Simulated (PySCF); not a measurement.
**C₆ coefficients of unlike pairs at TPSSh**

Calculated with PySCF 2.14 from the dipole response of each species, C₆(A,B) = (3/π) ∫ α_A(iu) α_B(iu) du, in atomic units, from isotropic polarisabilities. For ions this is the dispersion term alone; charge-induced terms of lower order in 1/R come first.

```json
{"species": "V", "configuration": "[Ar] 3d3 4s2 (4F)", "basis": "def2-QZVPPD (11s6p5d3f2g)", "relativity": "none", "α (bohr³)": "102.9", "C₆ (like pair)": "1149"}
{"species": "Li", "configuration": "[He] 2s1 (2S)", "basis": "def2-QZVPPD (6s4p2d1f)", "relativity": "none", "α (bohr³)": "142.5", "C₆ (like pair)": "1136"}
{"species": "V³⁺", "configuration": "[Ar] 3d2 (3F)", "basis": "x2c-TZVPPall with one added diffuse shell each of s, p, d, f type (7s6p5d3f1g)", "relativity": "spin-free X2C", "α (bohr³)": "2.213", "C₆ (like pair)": "5.613"}
{"species": "Cd²⁺", "configuration": "[Kr] 4d10 (1S)", "basis": "x2c-TZVPPall with one added diffuse shell each of s, p, d, f type (9s7p7d3f1g)", "relativity": "spin-free X2C", "α (bohr³)": "5.456", "C₆ (like pair)": "27.61"}
```

Task: Estimate C₆ for Cd²⁺ with V.

Result: The integral gives 118.5. The combination rule 2 C_A C_B / (C_A α_B/α_A + C_B α_A/α_B) gives 109.1 and the geometric mean 178.1.

No spin-orbit coupling is included.

The other pairs:

```
     pair     C₆
  V³⁺, Li  34.29
 Cd²⁺, Li  83.25
   V³⁺, V  49.82
Cd²⁺, V³⁺  12.40
    Li, V   1075
```
